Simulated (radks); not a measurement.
The numbers below are computed, except where a source is named.
Q: These are the eigenvalues of the occupied orbitals of an atom or ion with whole-number occupations (eV). Code: a radial shooting solver on a logarithmic mesh with Libxc functionals. Model: scalar-relativistic Kohn-Sham, OLYP, spin-polarised, spherical densities, finite nucleus; Fermi nuclear charge, rms radius of each element as measured or else 0.836 A^(1/3) + 0.57 fm.

| orbital | eigenvalue |
|---|---|
| 1s down | -65268.53 |
| 1s up | -65268.53 |
| 2s up | -11176.97 |
| 2s down | -11176.93 |
| 2p up | -9818.762 |
| 2p down | -9818.734 |
| 3s up | -2554.766 |
| 3s down | -2554.761 |
| 3p up | -2148.805 |
| 3p down | -2148.800 |
| 3d up | -1668.262 |
| 3d down | -1668.243 |
| 4s up | -522.1934 |
| 4s down | -522.1767 |
| 4p up | -388.9307 |
| 4p down | -388.9172 |
| 4d up | -216.6764 |
| 4d down | -216.6592 |
| 5s up | -76.7127 |
| 5s down | -76.3444 |
| 5p up | -45.1258 |
| 5p down | -44.5521 |
| 4f up | -26.6899 |
| 4f down | -26.6042 |
| 6s up | -11.7598 |
| 6s down | -11.2055 |
| 5d up | -10.8719 |

Which element is it, and in what charge state? The configuration may be excited. Open shells, if any, are filled with parallel spins first.

A: Z = 72, hafnium, charge +1: Hf+ in [Xe] 4f14 5d1 6s2. The list shows which subshells hold electrons but not how many an open one holds; the 1s level, -2398.6 hartree, gives Z - s = 69.3 by -(Z - s)^2/2, which with screening and relativity narrows Z to a few neighbours, and the depths of the outer levels then fix element, charge and occupations together.
